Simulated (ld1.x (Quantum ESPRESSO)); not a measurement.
**What one change does to a pseudopotential (La (Z = 57), TM)**

* Element: La (Z = 57)
* Generator: ld1.x (Quantum ESPRESSO) 7.5
* Type: norm-conserving Troullier–Martins (Kleinman–Bylander form)
* Functional: LDA (PZ)
* Relativity: scalar-relativistic
* Frozen core: [Xe]
* Valence charge: 3
* Reference configuration: 4f0 5d1 6s1 6p0 (charge +1)
* Partial waves: 6s (bound): rc 3.90 bohr; 6p (bound, empty): rc 3.35 bohr; 5d (bound): rc 3.10 bohr; 4f (bound, empty): rc 1.30 bohr
* Local potential: all-electron potential smoothed inside 3.15 bohr (lloc = -2)
* Core correction: none

All-electron outer shells of the reference configuration (LDA (PZ), scalar-relativistic, ld1.x):

| shell | level (eV) | outermost node (bohr) | outermost maximum (bohr) |
| --- | --- | --- | --- |
| 5s | -44.96 | 0.77 | 1.41 |
| 5p | -28.34 | 0.83 | 1.58 |
| 4f | -10.48 | – | 0.75 |
| 5d | -8.69 | 0.95 | 2.19 |
| 6s | -8.60 | 1.85 | 3.56 |
| 6p | -5.56 | 2.17 | 4.40 |

Change: local potential the d channel.

Cutoffs: the cutoffs (Ry, on a coarse ladder) from which the occupation-weighted sum of valence levels, in a spherical-Bessel basis at the reference potential, stays within 10 and 1 mRy of its value at 400 Ry; they do not see the model core or the augmentation charge, which bear on the density cutoff. Errors are all-electron minus pseudo energies relative to the spin-unpolarised reference configuration.

Q: How do hardness, ghosts and transferability respond?

A: The potential gets neither clearly harder nor softer (10 Ry and 15 Ry → 10 Ry and 15 Ry); the bound ghosts move from s to p, s; of the 8 tests that both files solve, the error grows in 0 and shrinks in 3 by more than 15 % and 0.3 meV (median size 66.3 → 67.2 meV); the range in which the d phases agree widens (upper end 0.4 → 3.1). In the separable form a ghost depends on how the local part lies against the semilocal potential of the channel, so the choice of the local part can create or remove one.

| quantity | base | changed |
| --- | --- | --- |
| cutoff, loose | 10 Ry | 10 Ry |
| cutoff, tight | 15 Ry | 15 Ry |
| bound ghosts | s | s, p |
| tests counted (converged, no solver errors) | 8 of 9 | 8 of 9 |
| error for 4f0 5d1 6s2 6p0, meV [ΔE -6.16 eV] | +30 | +21 |
| error for 4f0 5d1 6s0 6p0, meV [ΔE 11.15 eV] | +73 | +74 |
| error for 4f0 5d1 6s1.5 6p0, meV [ΔE -3.68 eV] | +9.9 | +7.4 |
| error for 4f0 5d0 6s2 6p0, meV [ΔE 0.36 eV] | +180 | +180 |
| error for 4f0 5d1 6s0 6p1, meV [ΔE 3.06 eV] | +25 | +9.4 |
| error for 4f0 5d2 6s0 6p0, meV [ΔE 0.15 eV] | +59 | +60 |
| error for 4f0 5d1 6s1 6p0 (spin-polarised), meV [ΔE -0.43 eV] | +423 | +423 |
| error for 4f0 5d1 6s2 6p0 (spin-polarised), meV [ΔE -6.26 eV] | +210 | +195 |
| s: phases at 4.27 bohr within 0.05 rad from the reference energy up to (Ry; the scan ends near 5) | -0.3 | 0.7 |
| p: phases at 4.27 bohr within 0.05 rad from the reference energy up to (Ry; the scan ends near 5) | -0.2 | -0.3 |
| d: phases at 4.27 bohr within 0.05 rad from the reference energy up to (Ry; the scan ends near 5) | 0.4 | 3.1 |
| f: phases at 4.27 bohr within 0.05 rad from the reference energy up to (Ry; the scan ends near 5) | n/a | n/a |

Base: The cutoffs count occupied waves only; the empty 4f level needs 160 Ry at the loose tolerance. Tests not counted: 4f1 5d1 6s0 6p0 (solver errors, printed error +1.7 eV). Changed file: The cutoffs count occupied waves only; the empty 4f level needs 160 Ry at the loose tolerance. Tests not counted: 4f1 5d1 6s0 6p0 (solver errors, printed error +1.7 eV). A true bound ghost makes a file unfit for plane-wave use even where its test errors are small: the radial tests pick states by their node count and pass the ghost by. Where a test does run into it, the solver fails or the error is huge.
